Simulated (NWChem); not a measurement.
Species: Si2H3 cation, singlet

```xyz
5

Si     0.0000     0.0000     1.3326
Si     0.0000     0.0000    -1.0754
H      1.2090    -0.7927    -1.4497
H      0.0820     1.4434    -1.4497
H     -1.2910    -0.6507    -1.4497
```
Atoms are numbered in this order, from 1.

Program: NWChem. Pople sets run with spherical d functions. Low-valent species are run as closed-shell singlets; no triplet was tried in these runs. Geometry: optimised at PBE0/def2-SVP. Level: PBE0/6-31+G*; the question gives the wavelength of the field.

Question: Predict the results for field 1065 nm. Quantities: isotropic polarisability (bohr³); anisotropy (bohr³).

Answer: 
```json
{
 "isotropic polarisability (bohr³)": "50.4",
 "anisotropy (bohr³)": "30.5"
}
```
